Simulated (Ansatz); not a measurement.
Cartesian coordinates in Å:
```
O -0.109 -0.022 -2.177
Si -1.513 -0.582 -1.548
C -1.590 -0.427 0.312
C -0.643 0.006 1.153
Si 1.065 0.621 0.782
O 1.898 0.692 2.198
O 1.796 -0.477 -0.224
H 0.705 -0.344 -1.762
H -2.605 0.227 -2.146
H -1.758 -2.016 -1.874
H -2.538 -0.745 0.753
H -0.880 0.023 2.219
H 1.100 1.972 0.161
H 2.318 1.523 2.421
H 2.754 -0.451 -0.268
```

Total charge 0; spin multiplicity 1.

Question: List the PBE0/def2-TZVPP orbital energies in eV (Ansatz 0.2.0). (Best estimate.)

Answer: Ansatz gave: Occupied: -1803.50, -1802.64, -523.17, -522.91, -522.29, -278.37, -278.29, -145.67, -144.90, -100.38, -100.34, -100.30, -99.59, -99.55, -99.55, -28.82, -28.24, -27.72, -21.49, -17.07, -15.87, -15.27, -14.71, -13.04, -12.80, -12.68, -11.25, -10.79, -10.58, -10.43, -10.09, -9.60, -9.16, -8.79, -8.16, -7.91. Lowest empty: -1.10, 0.50, 0.58, 1.22, 1.68, 1.93, 2.39, 2.70.
